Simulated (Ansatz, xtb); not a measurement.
# Ranking isomers of GeH3NS

3 gas-phase structures of GeH3NS, from a drawn sample of its isomers (lower ones may exist). Each was relaxed with GFN2-xTB; where two conformers were screened, the lower at r2SCAN-D4/def2-SVP is listed:

A. `S[NH][GeH]`, a singlet
B. `[NH2][Ge][SH]`, a singlet
C. `N[S][GeH]`, a singlet

Problem. Make a reasoned guess at their ranking by r2SCAN-D4/def2-SVP single-point energy.

Solution. Calculated order at r2SCAN-D4/def2-SVP: B (0.0), C (45.6), A (52.5) kcal/mol.

Energies above the lowest of each column, in kcal/mol; the last columns are at PBE0-D4/def2-SVP geometries and were run for some of them only (a dash: not run or not comparable):

```tsv
structure	GFN2-xTB	HF/STO-3G	r2SCAN-D4/def2-SVP	PBE0-D4/def2-SVP	CCSD(T)/def2-TZVP
B	0.0	0.0	0.0	0.0	0.0
C	37.1	45.1	45.6	43.8	44.0
A	43.6	44.0	52.5	–	–
```

Every level run on B puts it lowest or level with the lowest. Flexible structures stand in one conformer each, not always the lowest. Frequencies (PBE0-D4/def2-SVP) were run for B, C alone.

Programs: Ansatz 0.2.0, xtb 6.7.1.
